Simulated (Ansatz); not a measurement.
Al(OH)3 (AlO₃H₃). Total charge 0; singlet. Geometry PBE-D4/def2-TZVP, basis def2-TZVP, Ansatz.

| run | HOMO (eV) | LUMO (eV) |
| --- | --- | --- |
| A | -11.50 | 1.05 |
| B | -7.67 | -0.88 |
| C | -8.59 | -0.91 |
| D | -7.20 | -1.27 |
| E | -10.55 | 0.27 |
| F | -9.00 | -0.54 |

HSE06 is defined as in plane-wave codes, on full-range PBE exchange.

**Question.** The runs used CAM-B3LYP, HSE06, PBE0, r2SCAN, revPBE, ωB97M-V. Estimate which is which.

**Answer.** A ωB97M-V (range-separated); B r2SCAN (0 % exact exchange); C HSE06 (range-separated); D revPBE (0 % exact exchange); E CAM-B3LYP (range-separated); F PBE0 (25 % exact exchange). Exact exchange lowers occupied and raises empty levels; among semilocal functionals meta-GGAs tend to open the gap a little, and such runs are hard to tell apart. The gap grows from 5.92 eV (revPBE) to 12.55 eV (ωB97M-V).
